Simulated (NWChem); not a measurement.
System: HSO3 anion

The following NWChem deck was run.

```
start job
memory heap 200 mb stack 700 mb global 900 mb
charge -1
geometry units angstroms noautosym nocenter noautoz
  O      1.388240     0.280535     0.244003
  S      0.011606     0.183620    -0.402082
  O     -1.017255     1.007928     0.335458
  O     -0.403948    -1.504584     0.067778
  H      0.263780    -1.679806     0.749432
end
basis spherical
  * library 6-31+g*
end
dft
  xc pbe0
  iterations 150
end
cosmo
  dielec 1.5
end
task dft energy
```

The geometry was optimised at B3LYP/def2-SVPD.

Level: PBE0/6-31+G* with COSMO at NWChem's default radii, gas-phase geometry; the question gives the dielectric constant. Reactions with the solvent are ignored.

Task: Predict the main results of this run. (PBE0/6-31+G* (spherical d), COSMO on the gas-phase geometry.) Quantities: electrostatic solvation energy (kcal/mol).

Result: The electrostatic solvation energy (kcal/mol) comes out as -21.9.
